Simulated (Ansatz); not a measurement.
Harmonic frequencies (cm⁻¹) at PBE0-D4/def2-TZVP from Ansatz: 50, 124, 169, 202, 237, 344, 434, 465, 610, 646, 704, 800, 842, 858, 908, 918, 1038, 1583, 2140, 2209, 2233, 3596, 3690, 3881.

Each molecule was computed in one conformer, which needn't be the lowest.

(1) Which molecule is it?
A. `N[CH2][GeH3]`
B. `[NH2][Zn][CH2][TeH]`
C. `N[SiH2][AsH]O`
D. `F[SiH2]B[SiH3]`

Results:

(1) C.
